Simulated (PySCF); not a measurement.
PySCF 2.14 output of an unrestricted BP86 calculation on a single atom or ion in aug-cc-pwCVTZ-PP with ECP10MDF (8s7p6d4f1g, 96 functions), with a scalar-relativistic core potential:

```
SCF conv_tol = 1e-09
number electrons alpha = 14  beta = 11
    A. D. Becke.,  Phys. Rev. A 38, 3098 (1988)
    J. P. Perdew.,  Phys. Rev. B 33, 8822 (1986)
cycle= 1 E= -462.74000873607  delta_E= -0.0305  |g|= 0.0598  |ddm|= 0.677
cycle= 2 E= -462.7402739973  delta_E= -0.000265  |g|= 0.035  |ddm|= 0.0946
cycle= 3 E= -462.740358447193  delta_E= -8.44e-05  |g|= 0.00916  |ddm|= 0.0274
cycle= 4 E= -462.74036768329  delta_E= -9.24e-06  |g|= 0.000482  |ddm|= 0.00864
cycle= 5 E= -462.740368598926  delta_E= -9.16e-07  |g|= 0.00017  |ddm|= 0.00474
cycle= 6 E= -462.74036874016  delta_E= -1.41e-07  |g|= 1.46e-05  |ddm|= 0.00259
cycle= 7 E= -462.740368740576  delta_E= -4.17e-10  |g|= 6.76e-07  |ddm|= 0.000177
converged SCF energy = -462.740368740576  <S^2> = 3.7519009  2S+1 = 4.0009503
```

The run itself started from symmetry-adapted Hartree-Fock orbitals and held the occupation by maximum overlap, on a logarithmic radial grid, so the iterations belong to that start.

**Question.** Which element, charge and spin multiplicity is this?

**Answer.** Kr⁺ (krypton, charge +1), multiplicity 4; the state was [Ar] 3d10 4s2 4p4 5s1, high-spin 4P determinant (an excited configuration).

Energies and moments cover only the electrons outside the core potential. The outer electron is Rydberg-like, and this basis confines it to a smaller radius and binds it less than a complete one would.
